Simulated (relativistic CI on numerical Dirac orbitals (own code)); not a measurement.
d1 to d9 in one octahedral field

Computed with a parametric ligand-field model without spin-orbit coupling, by exact diagonalisation: B = 780, C = 3210, 10Dq = 28200 cm⁻¹ (Oh; |10Dq|/B = 36.2) for every shell. Energies in cm⁻¹; the field energy is (0.6 n_e − 0.4 n_t2) × 10Dq of the ground term; g labels are left out.

```tsv
Shell	Ground term	Electrons in e	Field energy	First spin-allowed bands	Lowest term of other spin
d1	2T2	0.000	-11280	2E 28200	
d2	3T1	0.017	-22087	3T2 26471, 3T1 36443	1T2 11448
d3	4A2	0.000	-33840	4T2 28200, 4T1 36572	2E 15592
d4	3T1	0.025	-44403	3E 25277, 3T1 26082	5E 8474
d5	?	?	?	?	?
d6	1A1	0.034	-66715	1T1 26042, 1T2 36547	3T1 19159
d7	2E	1.024	-50070	2T1 25853, 2T2 26583	4T1 12590
d8	3A2	2.000	-33840	3T2 28200, 3T1 36572	1E 12533
d9	2E	3.000	-16920	2T2 28200
```

Problem. Fill in the row of d5.

Solution. Ground term: 2T2; Electrons in e: 0.046; Field energy: -55097; First spin-allowed bands: 2A2 24269, 2T1 24546; Lowest term of other spin: 4T1 13037. Low spin: d4, d5, d6, d7; the other shells keep the spin of the free ion. Only d4 to d7 can choose; the field needed to pair spins is smallest for d6 and largest for d5, which loses most exchange energy. In the strong-field picture 10Dq must exceed about 6B + 5C = 20730 (d4), 7.5B + 5C = 21900 (d5), 2.5B + 4C = 14790 (d6) and 4B + 4C = 15960 (d7); mixing of terms shifts these bounds somewhat.
